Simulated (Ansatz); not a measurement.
H₂O₄S, charge +1, doublet, at a GFN2-xTB geometry (a state made from the parent by changing its charge; the spin is typed, not shown lowest); R2SCAN/6-31G in Ansatz (a quantum-chemistry and plane-wave program).

Input for Ansatz:
Ansatz 0.2 input:
```yaml
crystal:
  periodic: [false, false, false]
  atoms:
    - {symbol: O, position_ang: [-0.46529138, 1.41220598, -0.07095844]}
    - {symbol: S, position_ang: [-0.01626657, -0.02567348, -0.00245745]}
    - {symbol: O, position_ang: [-0.36107300, -0.82927774, -1.16232897]}
    - {symbol: O, position_ang: [-0.68935298, -0.82860665, 1.00363709]}
    - {symbol: O, position_ang: [1.46298435, 0.16245005, 0.22168374]}
    - {symbol: H, position_ang: [-1.38901452, 1.65960187, -0.21103719]}
    - {symbol: H, position_ang: [2.07114373, -0.58299923, 0.31408907]}
basis:
  gaussian:
    orbitals: 6-31G
hamiltonian:
  xc: r2scan
total_charge: 1
magnetization: {spin_polarized: true, initial_magnetization: 1}
```

### Question
What does Ansatz print? Leave out banner, timings and long lists.

### Answer

```
Functional definition: r2SCAN
688 factors; their error is unknown
mean field evaluation 1: about -19009.1664 eV, gradient 6.8e1 eV
mean field evaluation 2: about -18995.1884 eV, gradient 8.9e1 eV
mean field evaluation 4: about -19026.0977 eV, gradient 6.1e0 eV
mean field evaluation 8: about -19026.1965 eV, gradient 2.5e-2 eV
mean field evaluation 16: about -19026.1965 eV, gradient 3.7e-5 eV
mean field evaluation 32: about -19025.5932 eV, gradient 3.8e0 eV
a density is far from that of the atoms, so the factors are made again for it
583 factors; integrals over basis functions are off by at most 4.5e-5 eV
mean field -19026.19609575 eV, -699.1998101000 hartree, gradient 2.4e-5 eV, S^2 0.756936; 0 other end points of the search recorded, 0 dependent functions left out
reference -19026.19610112 eV, -699.1998102971 hartree; 25, 24 occupied and 28, 29 virtual orbitals, 583 factors
Total energy: -19026.19610112 eV, -699.1998102971 hartree
```
